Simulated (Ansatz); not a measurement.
Ansatz (a quantum-chemistry and plane-wave program) input for SnCl3, SMILES [Cl][Sn]([Cl])[Cl], multiplicity 2, PBE-D3(BJ)/def2-SVP. 

Ansatz 0.2 input:
```yaml
crystal:
  periodic: [false, false, false]
  atoms:
    - {symbol: Sn, position_ang: [-0.00000000, 0.00000000, 0.43167882]}
    - {symbol: Cl, position_ang: [1.90604546, 1.10045586, -0.42321453]}
    - {symbol: Cl, position_ang: [0.00000001, -2.20091172, -0.42321453]}
    - {symbol: Cl, position_ang: [-1.90604546, 1.10045585, -0.42321453]}
basis:
  gaussian:
    orbitals: def2-SVP
hamiltonian:
  xc: pbe
  dispersion: d3bj
magnetization: {spin_polarized: true, initial_magnetization: 1}
relax: {f_tol: 0.002, max_steps: 200}
```

It prints:

```
WARN ansatz: RAYON_NUM_THREADS=1 ignored (pool sized by the plan → 1); use --threads N
Functional definition: PBE
integrals: 0.03 GiB planned
876 factors; their error is unknown
mean field: 0.23 GiB planned
mean field evaluation 1: about -43373.9695 eV, gradient 1.5e1 eV
mean field evaluation 2: about -43369.7099 eV, gradient 3.0e1 eV
mean field evaluation 4: about -43375.2758 eV, gradient 7.0e-1 eV
mean field evaluation 8: about -43375.2434 eV, gradient 4.2e-2 eV
mean field evaluation 16: about -43372.6102 eV, gradient 8.0e0 eV
mean field -43375.24344994 eV, -1594.0107959893 hartree, gradient 3.2e-5 eV, S^2 0.751654; 3 other end points of the search recorded, 0 dependent functions left out
the calculation of the forces begins
reference -43375.24348246 eV, -1594.0107971844 hartree; 37, 36 occupied and 43, 44 virtual orbitals, 876 factors
relax step   1: F+E_penalty+E_count = -43375.38691562 eV  Δ(F+E_penalty+E_count) = +0.000e0 eV  max|allowed force component| = 4.323e-1 eV/Å  Δτ_max = 0.0000 Å  (68 SCF iters, accepted)
these checks for a lower state are left out or cut short: starts, cluster_reference, orbital_swaps, neighbouring_geometries, increment
integrals: 0.03 GiB planned
876 factors; their error is unknown
mean field: 0.23 GiB planned
mean field evaluation 32: about -43375.2655 eV, gradient 6.3e-5 eV
mean field -43375.26552558 eV, -1594.0116072539 hartree, gradient 6.6e-5 eV, S^2 0.751793; 0 other end points of the search recorded, 0 dependent functions left out
the calculation of the forces begins
reference -43375.26555810 eV, -1594.0116084490 hartree; 37, 36 occupied and 43, 44 virtual orbitals, 876 factors
relax step   2: F+E_penalty+E_count = -43375.40639122 eV  Δ(F+E_penalty+E_count) = -1.948e-2 eV  max|allowed force component| = 8.302e-2 eV/Å  Δτ_max = 0.0375 Å  (25 SCF iters, accepted)
these checks for a lower state are left out or cut short: starts, cluster_reference, orbital_swaps, neighbouring_geometries, increment
integrals: 0.03 GiB planned
876 factors; their error is unknown
mean field: 0.23 GiB planned
mean field -43375.26587692 eV, -1594.0116201656 hartree, gradient 3.3e-5 eV, S^2 0.751777; 0 other end points of the search recorded, 0 dependent functions left out
the calculation of the forces begins
reference -43375.26590943 eV, -1594.0116213602 hartree; 37, 36 occupied and 43, 44 virtual orbitals, 876 factors
relax step   3: F+E_penalty+E_count = -43375.40693678 eV  Δ(F+E_penalty+E_count) = -5.456e-4 eV  max|allowed force component| = 5.589e-4 eV/Å  Δτ_max = 0.0058 Å  (25 SCF iters, accepted)
integrals: 0.03 GiB planned
876 factors; their error is unknown
mean field: 0.23 GiB planned
mean field evaluation 64: about -43373.2523 eV, gradient 1.6e-1 eV
mean field evaluation 96: about -43373.0448 eV, gradient 3.6e0 eV
mean field -43375.26587692 eV, -1594.0116201656 hartree, gradient 3.3e-5 eV, S^2 0.751777; 6 other end points of the search recorded, 0 dependent functions left out
the calculation of the forces begins
reference -43375.26590943 eV, -1594.0116213602 hartree; 37, 36 occupied and 43, 44 virtual orbitals, 876 factors
Total energy: -43375.40696929 eV, -1594.0168052145 hartree
Atom 0 at    -0.000036    -0.000021     0.433284 Å, force     0.000027     0.000015    -0.000559 eV/Å
Atom 1 at     1.936078     1.117795    -0.423761 Å, force    -0.000068    -0.000040     0.000194 eV/Å
Atom 2 at     0.000063    -2.235658    -0.423744 Å, force     0.000007     0.000035     0.000182 eV/Å
Atom 3 at    -1.936105     1.117883    -0.423744 Å, force     0.000034    -0.000011     0.000182 eV/Å
Dipole moment:    -0.000035    -0.000020     0.402021 e Å
```

Self-consistency was reached.

Cost: around 19 core-seconds (rough).
